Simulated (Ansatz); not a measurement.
Relaxation of a periodic cell of 20 atoms, C19O (surface graphene monolayer, adsorbate CO), to a largest force component of 0.03 eV/Å in at most 60 steps.

Level of theory: DFT PBEsol, scalar-relativistic, plane waves, PAW in Ansatz. Settings: cutoff 420 eV, k mesh 2x2x1, gaussian smearing 0.02 eV, no spin polarisation.

```xyz
20
Lattice="7.3980 0.0000 0.0000 -3.6990 6.4069 0.0000 0.0000 0.0000 13.0000" Properties=species:S:1:pos:R:3:forces:R:3
C 0.000 0.000 1.000 0.06 -0.11 -0.04
C 1.233 0.712 1.000 -2.63 1.58 -1.24
C -1.233 2.136 1.000 0.00 0.00 -0.01
C 0.000 2.847 1.000 0.03 0.02 0.04
C -2.466 4.271 1.000 0.06 0.04 -0.09
C -1.233 4.983 1.000 -0.10 -3.43 -1.26
C 2.466 0.000 1.000 -0.14 0.23 3.06
C 3.699 0.712 1.000 2.77 1.77 -1.28
C 1.233 2.136 1.000 0.14 -0.07 -0.02
C 2.466 2.847 1.000 -0.12 0.37 0.05
C 0.000 4.271 1.000 0.02 -0.04 -0.11
C 1.233 4.983 1.000 0.32 -0.11 0.04
C 4.932 0.000 1.000 0.03 -0.04 -0.08
C 6.165 0.712 1.000 0.00 -0.07 0.03
C 3.699 2.136 1.000 -0.07 -0.13 -0.05
C 4.932 2.847 1.000 0.03 -0.01 0.06
C 2.466 4.271 1.000 0.03 -0.03 0.00
C 3.699 4.983 1.000 -0.40 -0.02 0.05
C 2.517 -0.074 2.550 0.02 -0.01 0.91
O 2.517 -0.074 3.710 -0.06 0.06 -0.04
```

Q: Where does it end, and by what steps?

A: The forces met the threshold. The force dipped under the threshold on the way, but the program's further checks kept it going. Limits of this set-up: coarse k mesh, slab without dipole correction, no dispersion correction for a molecule that may bind weakly. After 49 steps the energy has fallen by 3.382 eV; C19 moved furthest, 1.74 Å. Parted: C7–C19.

| step | energy less start (eV) | largest force component (eV/Å) | accepted |
| --- | --- | --- | --- |
| 0 | 0.0000 | 3.427 | yes |
| 2 | -0.9350 | 1.166 | yes |
| 4 | -1.1307 | 1.819 | yes |
| 6 | -1.6043 | 5.831 | yes |
| 8 | -2.9219 | 4.442 | yes |
| 10 | -3.3343 | 0.463 | yes |
| 12 | -3.3759 | 0.079 | yes |
| 14 | -3.3063 | 3.070 | no |
| 16 | -3.3774 | 0.040 | yes |
| 18 | -3.3702 | 1.081 | no |
| 20 | -3.3770 | 0.553 | no |
| 22 | -3.3792 | 0.160 | yes |
| 24 | -3.3795 | 0.029 | yes |
| 26 | -3.3798 | 0.034 | yes |
| 28 | -3.3797 | 0.195 | no |
| 30 | -3.3801 | 0.124 | yes |
| 32 | -3.3803 | 0.036 | yes |
| 34 | -3.3804 | 0.006 | yes |
| 36 | -3.3805 | 0.020 | yes |
| 38 | -3.3805 | 0.020 | yes |
| 40 | -3.3801 | 0.097 | no |
| 42 | -3.3807 | 0.032 | yes |
| 44 | -3.3169 | 0.806 | no |
| 46 | -3.3811 | 0.041 | yes |
| 48 | -3.3814 | 0.045 | yes |
| 49 | -3.3816 | 0.016 | yes |

```xyz
20
Lattice="7.3980 0.0000 0.0000 -3.6990 6.4069 0.0000 0.0000 0.0000 13.0000" Properties=species:S:1:pos:R:3
C -0.045 0.006 0.855
C 1.203 0.727 0.855
C -1.268 2.153 0.855
C -0.045 2.859 0.856
C -2.496 4.274 0.855
C -1.268 4.983 0.856
C 2.431 0.018 0.855
C 3.654 0.724 0.856
C 1.203 2.139 0.856
C 2.431 2.848 0.856
C -0.045 4.278 0.856
C 1.203 4.998 0.856
C 4.902 0.003 0.855
C 6.130 0.712 0.855
C 3.654 2.142 0.856
C 4.902 2.862 0.856
C 2.431 4.289 0.856
C 3.654 4.995 0.855
C 3.243 -0.394 4.101
O 2.453 0.083 4.759
```

Time of the run: 5.3 min on 1 thread of Arm Neoverse V2 (shared host), peak memory 0.67 GiB.
